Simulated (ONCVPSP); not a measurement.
Varying the ONCV potential for Pd

Base potential:

Pd, optimised norm-conserving Vanderbilt (ONCV), made with ONCVPSP 4.0.1 (PBEsol, scalar-relativistic). Core [Ar] 3d10, reference 4s2 4p6 4d10. Waves: 4s: rc 1.45 bohr, ncon 4, nbas 7, qcut 9.3 1/bohr, 2 projectors, debl 1.9 Ha; 4p: rc 1.60 bohr, ncon 3, nbas 6, qcut 7.2 1/bohr, 2 projectors, debl 3.8 Ha; 4d: rc 1.70 bohr, ncon 5, nbas 10, qcut 11.1 1/bohr, 3 projectors, debl 2 Ha. Local part: polynomial inside 1.00 bohr (lpopt 5, dvloc0 1 Ha). Core correction: Teter function, fcfact 3.75, rcfact 1.2.

In the s channel the program set the typed energies aside and used -3.133, 0.250 Ha.

All-electron outer shells of the reference configuration (PBEsol, scalar-relativistic, ld1.x):

```tsv
shell	level (eV)	outermost node (bohr)	outermost maximum (bohr)
4s	-85.25	0.45	0.85
4p	-51.14	0.46	0.91
4d	-4.05	0.45	1.10
```

Cutoffs, loose and tight: the cutoffs (Ha) at which the residual kinetic energy of the hardest occupied pseudo-wave falls to 1 and 0.1 mHa per electron. They do not see the model core or the augmentation charge, which bear on the density cutoff. Test errors are all-electron minus pseudo excitation energies from the reference, over the configurations 4s2 4p6 4d9; 4s2 4p6 4d8; 4s2 4p6 4d7; 4s2 4p6 4d9.5. A dash means not determined; rows that change the core or the reference have their own tests. The largest error is taken over the tests solved by every variant that gives reliable tests at all: 4s2 4p6 4d8; 4s2 4p6 4d9; 4s2 4p6 4d9.5.

A true bound ghost makes a file unfit for plane-wave use even where its test errors are small: the radial tests pick states by their node count and pass the ghost by.

| change | outcome | cutoff, loose | cutoff, tight | bound ghosts | GHOST(+) flags above zero | largest test error (meV) |
| --- | --- | --- | --- | --- | --- | --- |
| base | generated, projector energies reset by the program | 30 Ha | 37 Ha | none | s | -1.4 |
| core correction Teter function, fcfact 3.2, rcfact 1.2 | generated, projector energies reset by the program | 30 Ha | 37 Ha | none | s | -1.4 |
| s: rc 1.42 | generated, projector energies reset by the program | 30 Ha | 37 Ha | none | s | -1.4 |
| fully relativistic | generated, projector energies reset by the program | 30 Ha | 37 Ha | none | s | +0.8 |
| local potential polynomial inside 1.00 bohr (lpopt 5, dvloc0 4.5 Ha) | generated, projector energies reset by the program | 30 Ha | 37 Ha | none | s | -1.2 |
| s: nbas 8 | generated, projector energies reset by the program | 30 Ha | 37 Ha | none | s | -1.4 |
| p: ncon 4, nbas 7 | generated, projector energies reset by the program | 30 Ha | 37 Ha | none | s | -1.4 |

(1) What comes out with this change to the base: d: rc 2.16?

(2) What comes out with this change to the base: s: qcut 12.3; p: qcut 9.5; d: qcut 14.7?

Results:

(1) outcome: generated, projector energies reset by the program; cutoff, loose: 30 Ha; cutoff, tight: 35 Ha; bound ghosts: none; GHOST(+) flags above zero: s; largest test error (meV): +6.4.

(2) outcome: generated, projector energies reset by the program; cutoff, loose: 38 Ha; cutoff, tight: 45 Ha; bound ghosts: s, d; GHOST(+) flags above zero: none; largest test error (meV): -7.0.
